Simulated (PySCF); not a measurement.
Cost of excited-state runs on `O=C\C=C/C=C/C=C(/[O-])C=O`, [C8H7O3]-, charge -1

Bonds (- single, = double, # triple, : aromatic): O1=C2, C2-C3, C3=C4, C4-C5, C5=C6, C6-C7, C7=C8, C8-O9, C8-C10, C10=O11. C2 carries H12; C3 carries H13; C4 carries H14; C5 carries H15; C6 carries H16; C7 carries H17; C10 carries H18. Formal charges: O9 -1. Stereochemistry as in O=C\C=C/C=C/C=C(/[O-])C=O.

Total charge -1.

PySCF with density fitting, on 1 thread of an Arm Neoverse V1, shared host. Command: `OMP_NUM_THREADS=1 python excited_run.py task.json out`

Question: How long does this run take, and how much memory?
- excited states, CAM-B3LYP/def2-SVP; Tamm-Dancoff; spin-orbit couplings; 8 states; 6 triplets; quadratic response for 4 states; writes grids

Answer: 
| run | level | basis functions | wall time | peak memory (GiB) |
| --- | --- | --- | --- | --- |
| excited states | CAM-B3LYP/def2-SVP | 189 | 72 s | 0.96 |

Times from a shared host are rough.
